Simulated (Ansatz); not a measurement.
Program: Ansatz. Geometries: PBE0-D4/def2-TZVP. ΔE: electronic, gas phase. CCSD(T)/CBS is the MP2 limit (def2-TZVPP, def2-QZVPP) plus CCSD(T) − MP2 in def2-TZVPP, frozen cores. This one scheme is used for every species. Functionals use def2-TZVPP. Triplets are unrestricted, without spin–orbit coupling. One conformer a species, not always the lowest.

Reaction (formal loss of a carbene): `[CH3][Al]([NH2])[CH]=O` → `[NH2][AlH][CH]=O` + `[CH2]` (triplet)

```json
{"level": "PBE0-D4", "ΔE (kcal/mol)": "114.2"}
{"level": "MP2/def2-TZVPP", "ΔE (kcal/mol)": "115.3"}
{"level": "SCS-MP2/def2-TZVPP", "ΔE (kcal/mol)": "114.7"}
{"level": "CCSD/def2-TZVPP", "ΔE (kcal/mol)": "109.2"}
{"level": "HF/def2-QZVPP", "ΔE (kcal/mol)": "78.4"}
{"level": "MP2/def2-QZVPP", "ΔE (kcal/mol)": "117.1"}
{"level": "SCS-MP2/def2-QZVPP", "ΔE (kcal/mol)": "116.8"}
{"level": "MP2/CBS(def2)", "ΔE (kcal/mol)": "118.3"}
```

Task: What does CCSD(T)/CBS give? (Best estimate.)

Result: Ansatz gave: +114.9 kcal/mol. The listed levels differ from it by -0.7, 0.4, -0.2, -5.7, -36.5, 2.2, 1.9, 3.4 kcal/mol.

Largest T1 diagnostic among the species: 0.015.

The D4 term adds +1.9 kcal/mol with B3LYP and +1.1 kcal/mol with PBE0; it sums over pairs of atoms, weighted by their polarisabilities, and B3LYP, whose exchange is more repulsive, gets the larger term. In def2-TZVPP, CCSD(T) changes the Hartree–Fock value by +33.5 kcal/mol (the triples alone add +2.7 kcal/mol) and MP2 by +36.9 kcal/mol. From PBE to PBE0 (25 % exact exchange), in def2-TZVPP and without D4, ΔE moves by −2.0 kcal/mol.

B3LYP here is the variant with VWN-RPA as its local correlation; programs differ in this.
